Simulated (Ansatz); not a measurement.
CrS2(OH)2 (CrS₂O₂H₂). Total charge 0; triplet. Geometry PBE-D4/def2-SVP, that of the neutral singlet; atoms count from 1.

```xyz
7

Cr    0.1142   -0.1103   -0.2905
S    -0.9817   -1.0836   -1.6540
S     1.9985    0.1015   -0.9323
O     0.0701   -1.0358    1.1884
H     0.8472   -0.8590    1.7600
O    -0.5348    1.4846   -0.0065
H    -1.5136    1.5026   -0.0650
```

At PBE0-D4/def2-TZVP a singlet of charge 0 lies 0.71 eV below the triplet at the same geometry.

(1) Estimate the Mulliken populations from the PBE0/def2-TZVP orbitals of Ansatz.

(2) Where does the spin sit?

(3) And the Mayer bond orders between heavy atoms (over 0.3)?

Results:

(1) 
```json
{"atom": "Cr1", "charge (e)": "0.96", "spin (α − β)": "0.58", "d electrons": "4.40"}
{"atom": "S2", "charge (e)": "-0.21", "spin (α − β)": "0.72", "d electrons": "–"}
{"atom": "S3", "charge (e)": "-0.21", "spin (α − β)": "0.72", "d electrons": "–"}
{"atom": "O4", "charge (e)": "-0.60", "spin (α − β)": "-0.02", "d electrons": "–"}
{"atom": "H5", "charge (e)": "0.34", "spin (α − β)": "0.01", "d electrons": "–"}
{"atom": "O6", "charge (e)": "-0.60", "spin (α − β)": "-0.02", "d electrons": "–"}
{"atom": "H7", "charge (e)": "0.34", "spin (α − β)": "0.01", "d electrons": "–"}
```
Mulliken values depend strongly on the basis.

(2) Summed by element: Cr 0.58, S 1.43, O -0.04, H 0.02, of 2 unpaired in all. Largest on single atoms: S2 0.72, S3 0.72, Cr1 0.58.

(3) Cr1–S2 1.65 (2.00 Å); Cr1–S3 1.65 (2.00 Å); Cr1–O4 1.06 (1.75 Å); Cr1–O6 1.06 (1.75 Å).
